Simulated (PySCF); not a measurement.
GeH7NSSi, SMILES N[SiH2][S][GeH3].

Geometry optimised at B3LYP-D3(BJ)/def2-SVP. The structure was generated by enumeration, and PubChem lists no compound with its InChIKey, so it may never have been made. One conformer was computed; it need not be the lowest.

Two levels are set side by side: TDA-PBE/def2-SVPD (PySCF) and TDA-ωB97X/def2-SVPD (PySCF). Vertical, same geometry. The lowest singlet is HOMO→LUMO 98 % with PBE and HOMO→LUMO 69 % with the other functional; states are paired by order. Differences are taken from unrounded values.

```csv
quantity,TDA-ωB97X
lowest singlet excitation (eV),5.86
lowest triplet excitation (TDA) (eV),5.43
```

Problem. What does TDA-PBE give, and how far is it from TDA-ωB97X? (Estimate from the structure and the level; the computed values follow.)

Solution. 
```json
[
 {"quantity": "lowest singlet excitation (eV)", "TDA-PBE": "4.82", "TDA-PBE minus TDA-ωB97X": "-1.04"},
 {"quantity": "lowest triplet excitation (TDA) (eV)", "TDA-PBE": "4.51", "TDA-PBE minus TDA-ωB97X": "-0.93"}
]
```

Functionals without exact exchange tend to place singlet excitations lower, as here. Differences between two approximate levels are no errors against the true value.

Rough cost on one machine, each run with all the roots and properties that it gave: TDA-ωB97X against TDA-PBE about 6 times.
